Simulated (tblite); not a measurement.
Compound: C₂H₁₀FNSi₄.
Cartesian coordinates in Å at the GFN2-xTB level; atoms count from 1:
```xyz
18
C2H10FNSi4 angstrom
F     -0.418    0.790    2.246
Si    -0.378   -0.366    1.119
C      1.309   -0.313    0.368
C      2.401   -0.241   -0.149
Si     4.073   -0.085   -0.926
N     -1.576    0.021   -0.072
Si    -1.716    1.665   -0.654
Si    -2.600   -1.247   -0.688
H     -0.693   -1.597    1.819
H      4.246   -1.194   -1.869
H      5.078   -0.147    0.138
H      4.135    1.202   -1.624
H     -0.506    2.392   -0.281
H     -1.846    1.607   -2.112
H     -2.908    2.268   -0.051
H     -3.542   -0.636   -1.622
H     -1.754   -2.244   -1.351
H     -3.312   -1.868    0.433
```

All values are computed: GFN2-xTB (tblite) harmonic vibrations without scaling, gas phase. The method is semi-empirical: single wavenumbers can be off by several per cent or more. Modes of hydrogen on silicon can be 10 to 20 % off. One conformer, not necessarily the lowest. The optimisation stopped once no atom felt more than 0.01 eV/Å.

Lowest wavenumbers of the output (negative numbers stand for imaginary wavenumbers):
```
mode    cm-1
  1     -45.6
  2     -13.2
  3      13.4
  4      23.2
  5      40.6
  6      79.4
  7     132.9
  8     149.0
  9     168.1
 10     204.3
```

**Question.** Is this structure a minimum?

**Answer.** Not by this Hessian. 1 mode is imaginary beyond 20i (46i cm⁻¹), and 1 more slightly so (13.2i). The curvature is small, so loose convergence or finite differences may be the whole cause.

**Question.** Which atoms move in the imaginary modes?

**Answer.** 46i: H15 (Si–H hydrogen) 23 %, H14 (Si–H hydrogen) 21 %, H13 (Si–H hydrogen) 16 %, H17 (Si–H hydrogen) 11 %; 13i: Si8 (SiH3 silicon) 29 %, Si7 (SiH3 silicon) 18 %, H18 (Si–H hydrogen) 11 %. These are shares of the mass-weighted motion.

**Question.** What is the remedy?

**Answer.** Step along such a mode in both directions, optimise again with tighter thresholds and repeat the frequencies. The zero-point energy of this point (61.6 kcal/mol) counts the 46 real modes alone, and thermal corrections from it aren't those of a minimum.

Time: 3.4 s. Hardware: one thread, Intel Xeon at 2.50 GHz (x86_64), on a shared host. This covers the Hessian and the dipole derivatives.
